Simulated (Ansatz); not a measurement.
CH₁₀AlNSi₂ (`[CH3][AlH][N]([SiH3])[SiH3]`). Total charge 0; spin multiplicity 1.

```tsv
atom	x (Å)	y (Å)	z (Å)
C1	0.8689	-1.1422	2.1518
Al2	-0.6700	-0.5720	1.1057
N3	-0.3624	0.2500	-0.4669
Si4	1.2650	0.5547	-0.9860
Si5	-1.6459	0.7546	-1.5175
H6	1.6599	-1.5707	1.5291
H7	0.5922	-1.8852	2.9043
H8	1.3126	-0.2927	2.6825
H9	-2.1790	-0.7664	1.5414
H10	1.2408	1.4994	-2.1367
H11	1.9537	-0.6917	-1.4212
H12	2.0711	1.1571	0.1099
H13	-1.6865	2.2361	-1.6602
H14	-1.4793	0.1788	-2.8812
H15	-2.9409	0.2903	-0.9551
```

Question: Give the diagnostics of a CCSD(T)/def2-TZVPP run (frozen core, Ansatz 0.2.0). (An estimate is asked.)

Answer: The calculation gave: T1 = 0.0114, largest single amplitude 0.020, largest double 0.021, (T) share of the correlation energy 3.5 %, 9 CCSD cycles. The RHF solution is stable towards an unrestricted one. T1 lies under the customary mark of 0.02 for closed shells.
